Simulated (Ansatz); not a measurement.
Start from `NB1B[SiH2]1` and change one atom or group to get `B1B[SiH2]1`.

Ansatz, PBE0-D4/def2-TZVP geometries, multiplicity 1. Each molecule was computed in one conformer, which needn't be the lowest.

```json
{"property": "size of the dipole moment (PBE/def2-TZVPP) / D", "`NB1B[SiH2]1`": "3.71"}
{"property": "LUMO energy (B3LYP/def2-TZVPP) / eV", "`NB1B[SiH2]1`": "-1.76"}
{"property": "HOMO energy (ωB97M-V/def2-TZVPP) / eV", "`NB1B[SiH2]1`": "-7.86"}
{"property": "LUMO energy (ωB97M-V/def2-TZVPP) / eV", "`NB1B[SiH2]1`": "0.23"}
{"property": "HOMO–LUMO gap (PBE/def2-TZVPP) / eV", "`NB1B[SiH2]1`": "2.79"}
{"property": "size of the dipole moment (B3LYP/def2-TZVPP) / D", "`NB1B[SiH2]1`": "3.69"}
```

Problem. Give the same properties after the change, and the shifts. (Estimate.)

Solution. Ansatz gave: 
```csv
property,`B1B[SiH2]1`,shift
size of the dipole moment (PBE/def2-TZVPP) / D,1.58,-2.13
LUMO energy (B3LYP/def2-TZVPP) / eV,-2.07,-0.31
HOMO energy (ωB97M-V/def2-TZVPP) / eV,-8.99,-1.13
LUMO energy (ωB97M-V/def2-TZVPP) / eV,-0.06,-0.29
HOMO–LUMO gap (PBE/def2-TZVPP) / eV,3.43,0.64
size of the dipole moment (B3LYP/def2-TZVPP) / D,1.54,-2.15
```

With PBE0 the HOMO falls by 1.05 eV and the LUMO falls by 0.32 eV, so the gap widens by about 0.73 eV. PBE moves the HOMO by -1.01 eV and ωB97M-V by -1.13 eV. The zero-point energy changes by -50.8 kJ/mol with -6 modes. Dipoles are sizes alone; their direction can turn.

B3LYP here is the variant with VWN-RPA as its local correlation; programs differ in this.
